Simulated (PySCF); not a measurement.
AlF₄, SMILES [F][Al-]([F])([F])[F], charge -1. Atoms are numbered in the order given.

```xyz
5

Al     0.0000     0.0000     0.0000
F      0.9881     0.9881    -0.9881
F     -0.9881     0.9881     0.9881
F     -0.9881    -0.9881    -0.9881
F      0.9881    -0.9881     0.9881
```
Charge -1, spin multiplicity 1.

The structure is a stationary point at PBE0-D3(BJ)/def2-SVPD. The isomer is the one that the SMILES or the coordinates give; other isomers of the formula were not compared.

Computed with PySCF with HF/def2-SVPD.

| Property | Result |
|---|---|
| total energy | -639.69797 hartree |
| point group | Td |
| highest occupied level | -11.07 eV |
| lowest empty level | 5.00 eV |
| orbital gap | 16.07 eV |
| dipole moment about the centre of nuclear charge | 0.00 D |
| mean static polarisability | 22.5 bohr³ (3.33 Å³) |
| polarisability, principal values | 22.5, 22.5, 22.5 bohr³ |
